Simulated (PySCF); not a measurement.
## Magnetisability: `C#CCC(=O)O[Si@H](C)Cl`, C₅H₇ClO₂Si

Molfile (atoms numbered from 1):
```
C5H7ClO2Si
     RDKit          3D

 16 15  0  0  0  0  0  0  0  0999 V2000
    4.0108   -0.2966   -0.2967 C   0  0  0  0  0  0  0  0  0  0  0  0
    2.9747    0.3001   -0.2881 C   0  0  0  0  0  0  0  0  0  0  0  0
    1.7167    1.0144   -0.2750 C   0  0  0  0  0  0  0  0  0  0  0  0
    0.5938    0.1967    0.3272 C   0  0  0  0  0  0  0  0  0  0  0  0
    0.6788   -0.9135    0.7666 O   0  0  0  0  0  0  0  0  0  0  0  0
   -0.5513    0.8812    0.3149 O   0  0  0  0  0  0  0  0  0  0  0  0
   -2.0095    0.3098    0.8817 Si  0  0  2  0  0  4  0  0  0  0  0  0
   -2.5447   -1.2337   -0.0741 C   0  0  0  0  0  0  0  0  0  0  0  0
   -3.1833    1.8820    0.4726 Cl  0  0  0  0  0  0  0  0  0  0  0  0
    4.9199   -0.8189   -0.3058 H   0  0  0  0  0  0  0  0  0  0  0  0
    1.8095    1.9389    0.3038 H   0  0  0  0  0  0  0  0  0  0  0  0
    1.4253    1.2895   -1.2935 H   0  0  0  0  0  0  0  0  0  0  0  0
   -1.8916    0.1220    2.3202 H   0  0  0  0  0  0  0  0  0  0  0  0
   -1.8237   -2.0356    0.0593 H   0  0  0  0  0  0  0  0  0  0  0  0
   -2.6211   -1.0316   -1.1416 H   0  0  0  0  0  0  0  0  0  0  0  0
   -3.5120   -1.5957    0.2607 H   0  0  0  0  0  0  0  0  0  0  0  0
  1  2  3  0
  2  3  1  0
  3  4  1  0
  4  5  2  0
  4  6  1  0
  6  7  1  0
  7  8  1  0
  7  9  1  0
  1 10  1  0
  3 11  1  0
  3 12  1  0
  7 13  1  1
  8 14  1  0
  8 15  1  0
  8 16  1  0
M  END
```

Computed, not measured: PySCF, GIAO BHandHLYP/pcSseg-1 magnetisability, rotational g tensor and spin-rotation constants, non-relativistic, gas phase. Geometry: GFN2-xTB.

Q: How diamagnetic is it, and how anisotropic?

A: Isotropic -1591 × 10⁻³⁰ J/T², or -95.8 × 10⁻⁶ cm³/mol; principal values -1637, -1631, -1506 × 10⁻³⁰ J/T², anisotropy 128 × 10⁻³⁰ J/T² (root of half the summed squared differences of the principal values). The susceptibility is in cgs units.

Q: Split it along the inertial axes a, b, c into diamagnetic and paramagnetic parts about the centre of mass, with the quadrupole moment.

A: 
| axis | χ (10⁻⁶ cm³/mol) | diamagnetic (10⁻⁶ cm³/mol) | paramagnetic (10⁻⁶ cm³/mol) | summed x² of all electrons (Å²) | quadrupole Θ (D Å) |
| --- | --- | --- | --- | --- | --- |
| a | -98.5 | -541.0 | 442.5 | 506.3 | +1.87 |
| b | -91.8 | -2279.3 | 2187.4 | 96.5 | -1.99 |
| c | -97.1 | -2557.3 | 2460.2 | 31.0 | +0.12 |

Anisotropies 2χaa − χbb − χcc = -8.1 and 2χbb − χaa − χcc = +12.0 × 10⁻⁶ cm³/mol. Θ is traceless in Buckingham's convention.

Q: And the rotational g tensor?

A: 
```
axis  rotational constant (GHz)        g  nuclear part  electronic part
   a                     2.9821  -0.0289        0.5910          -0.6199
   b                     0.5225  -0.0062        0.5308          -0.5369
   c                     0.4653  -0.0046        0.5333          -0.5379
```
Asymmetric top; isotopes 12C, 35Cl, 1H, 16O, 28Si; no vibrational averaging.
